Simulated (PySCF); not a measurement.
diboron dicarbonyl (C2B2O2), SMILES [O+]#C[B-]#[B-]C#[O+]. Geometry: PBE-D3(BJ)/def2-SVP.

Computed equilibrium geometry at PBE-D3(BJ)/def2-SVP (PySCF confirms it by a frequency run) as Cartesian coordinates in Å, and its point group:
point group D∞h.
```xyz
6

O      0.0000     0.0000    -3.3546
C      0.0000     0.0000    -2.1858
B      0.0000     0.0000    -0.7414
B      0.0000     0.0000     0.7414
C      0.0000     0.0000     2.1858
O      0.0000     0.0000     3.3546
```
Charge 0, spin multiplicity 1.
